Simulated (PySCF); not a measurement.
Core-level binding energies of `[SiH3]O[SiH2]CCl`

CH₇ClOSi₂.
Cartesian coordinates in Å at the GFN2-xTB level; atoms count from 1:
```
atom  x, y, z in Å
Si1    2.356    0.009    0.392
O2     0.788   -0.062   -0.030
Si3   -0.605   -0.270   -0.817
C4    -1.969    0.273    0.404
Cl5   -3.565    0.048   -0.358
H6     2.349   -0.059    1.850
H7     2.868    1.278   -0.117
H8     3.029   -1.135   -0.219
H9    -0.614    0.596   -1.992
H10   -0.756   -1.687   -1.133
H11   -1.976   -0.316    1.319
H12   -1.902    1.325    0.676
```

The calculation used PySCF 2.14.0, delta-SCF UKS SCAN, pcX-2 on the ionised atom, pcseg-1 elsewhere, spin-free X2C. Vertical ΔSCF values, vacuum level as zero.

Task: What binding energy does each computed site have?

Result: 
```csv
atom(s),environment,level,binding energy (eV),2p1/2 (eV),above the level's lowest (eV),count
Cl5,alkyl chlorine,Cl 1s,2828.54,–,0.00,1
Si1,oxygen-bound silicon,Si 1s,1847.54,–,+0.16,1
Si3,oxygen-bound silicon,Si 1s,1847.38,–,0.00,1
O2,siloxane oxygen,O 1s,538.03,–,0.00,1
C4,sp3 C–Cl carbon,C 1s,291.67,–,0.00,1
Cl5,alkyl chlorine,Cl 2p3/2,205.93,207.58,0.00,1
Si1,oxygen-bound silicon,Si 2p3/2,107.65,108.28,+0.19,1
Si3,oxygen-bound silicon,Si 2p3/2,107.46,108.09,0.00,1
```

The 2 Si 1s values lie within 0.16 eV of each other; Gaussian lines of 0.5 eV full width would blend them into one maximum.

The 2 Si 2p3/2 values lie within 0.19 eV of each other.

Task: Which effective nuclear charge Zeff reproduces each element's mean 1s value in the hydrogen-like formula E = 13.606 eV × Zeff²?

Result: C (Z = 6): mean 291.7 eV, Zeff = 4.63, Z − Zeff = 1.37; O (Z = 8): mean 538.0 eV, Zeff = 6.29, Z − Zeff = 1.71; Si (Z = 14): mean 1847.5 eV, Zeff = 11.65, Z − Zeff = 2.35; Cl (Z = 17): mean 2828.5 eV, Zeff = 14.42, Z − Zeff = 2.58. Means run over the listed sites, weighted by atom count.

Spin–orbit coupling isn't in the SCF: each 2p doublet comes from a relaxed spin-free hole plus a matrix of the shell (mean-field spin–orbit coupling and the ground-state 2p splitting), with 2p3/2 averaged over its two sublevels. 2p1/2 minus 2p3/2 (ligand field included): Si 0.63 eV, Cl 1.65 eV. Isolated species at its GFN2-xTB geometry (one conformer only).

The run took 67 s wall on one thread of an Arm Neoverse V1, shared host with 32 logical CPUs at a one-minute load of 22, and the process peaked at 0.63 GiB of memory.
